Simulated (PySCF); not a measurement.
SnHI, SMILES [SnH][I] (connectivity only; charge and spin as stated), neutral, multiplicity 1.

Geometry optimised at B3LYP-D3(BJ)/def2-TZVP. The def2 effective core potentials stand for the cores of I, Sn; spin–orbit coupling is left out.

All values below come from ωB97X/def2-TZVPD (PySCF).

Symmetry labels are those of the subgroup Cs that the program uses (full group Cs).

Computed valence orbital energies around the gap with their symmetry:
```
orbital  symmetry  energy (eV)
-------  --------  -----------
HOMO−7         A'       -31.48
HOMO−6         A'       -31.41
HOMO−5         A'       -21.75
HOMO−4         A'       -16.00
HOMO−3         A'       -10.98
HOMO−2         A'        -9.89
HOMO−1         A"        -9.80
HOMO           A'        -8.88
LUMO           A"        -1.42
LUMO+1         A'         0.43
LUMO+2         A'         1.35
LUMO+3         A'         1.74
```
